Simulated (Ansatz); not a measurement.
Gas-phase electronic energies from Ansatz, PBE0-D4/def2-TZVP geometries. CCSD(T)/CBS is the MP2 limit (def2-TZVPP, def2-QZVPP) plus CCSD(T) − MP2 in def2-TZVPP, frozen cores. This one scheme is used for every species. Functionals use def2-TZVPP. B3LYP here is the variant with VWN-RPA as its local correlation; programs differ in this. Each species was taken in one conformer, which may not be the lowest.

Consider the substitution at a C–Si bond: `CC[SiH](N)[SiH3]` + `B1CN1` → `CCN1BC1` + `N[SiH2][SiH3]`.

```
             level  ΔE (kcal/mol)  difference from CCSD(T)/CBS
            PBE-D4            8.8                         -0.6
         r2SCAN-D4            9.2                         -0.2
           PBE0-D4            9.1                         -0.3
          B3LYP-D4            8.5                         -0.9
           ωB97X-V            8.7                         -0.7
           ωB97M-V            9.8                          0.4
            B2PLYP            8.1                         -1.3
               PBE            8.2                         -1.2
            r2SCAN            9.0                         -0.4
              PBE0            8.5                         -0.9
             B3LYP            7.4                         -2.0
     HF/def2-TZVPP            6.4                         -3.0
    MP2/def2-TZVPP            9.2                         -0.2
SCS-MP2/def2-TZVPP            8.1                         -1.3
   CCSD/def2-TZVPP            8.6                         -0.8
CCSD(T)/def2-TZVPP            8.8                         -0.6
     HF/def2-QZVPP            6.3                         -3.1
    MP2/def2-QZVPP            9.5                          0.1
SCS-MP2/def2-QZVPP            8.4                         -1.0
      HF/CBS(def2)            6.3                         -3.1
     MP2/CBS(def2)            9.7                          0.3
    CCSD/CBS(def2)            9.2                         -0.2
       CCSD(T)/CBS            9.4                            0
```

Largest T1 diagnostic among the species: 0.013.

The D4 term adds +1.1 kcal/mol with B3LYP and +0.6 kcal/mol with PBE0; it sums over pairs of atoms, weighted by their polarisabilities, and B3LYP, whose exchange is more repulsive, gets the larger term. In def2-TZVPP, CCSD(T) changes the Hartree–Fock value by +2.5 kcal/mol (the triples alone add +0.2 kcal/mol) and MP2 by +2.8 kcal/mol.
